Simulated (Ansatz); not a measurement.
AlSe₃. Charge 0, multiplicity 2. Geometry PBE-D4/def2-SVP.

```xyz
4

Al    0.2900   -0.3747    0.0920
Se   -0.0862    1.9778    0.1358
Se    1.3681   -2.1345    0.8597
Se   -1.5719    0.5314   -1.0875
```

The 6-31G sets use Cartesian d functions. At PBE-D4/def2-SVP, PBE-D4/def2-TZVP, r2SCAN-D4/def2-TZVP, r2SCAN-D4/def2-TZVPD the gap within one spin of the charge 0 doublet nearly closes, so an electron or hole may be smeared out by delocalisation error. The structure comes from a short search, and lower isomers may exist.

Estimate the α-spin orbital energies around the gap (eV) in Ansatz with HF/6-31G, PBE-D4/def2-SVP, PBE-D4/def2-TZVP, r2SCAN-D4/def2-TZVP, r2SCAN-D4/def2-TZVPD.


```tsv
orbital	HF/6-31G	PBE-D4/def2-SVP	PBE-D4/def2-TZVP	r2SCAN-D4/def2-TZVP	r2SCAN-D4/def2-TZVPD
HOMO−9	-24.37	-16.29	-16.35	-17.06	-17.06
HOMO−8	-22.72	-16.25	-16.27	-16.93	-16.93
HOMO−7	-15.92	-10.36	-10.37	-10.74	-10.75
HOMO−6	-14.54	-9.26	-9.26	-9.61	-9.61
HOMO−5	-13.55	-8.34	-8.40	-8.81	-8.81
HOMO−4	-11.85	-7.75	-7.79	-8.10	-8.11
HOMO−3	-11.36	-7.23	-7.26	-7.60	-7.60
HOMO−2	-10.95	-6.09	-6.19	-6.53	-6.54
HOMO−1	-8.65	-6.03	-6.13	-6.46	-6.46
HOMO	-8.57	-5.91	-6.02	-6.30	-6.30
LUMO	-0.73	-3.54	-3.62	-3.57	-3.58
LUMO+1	0.58	-2.52	-2.66	-2.39	-2.43
LUMO+2	1.23	-1.76	-1.89	-1.65	-1.67
LUMO+3	2.80	-0.42	-0.58	-0.26	-0.32
LUMO+4	4.12	1.18	0.84	1.32	0.27
LUMO+5	5.05	2.46	1.13	1.69	0.51
β HOMO	-8.55	-5.60	-5.69	-5.84	-5.85
β LUMO	-2.66	-5.57	-5.66	-5.78	-5.79
```
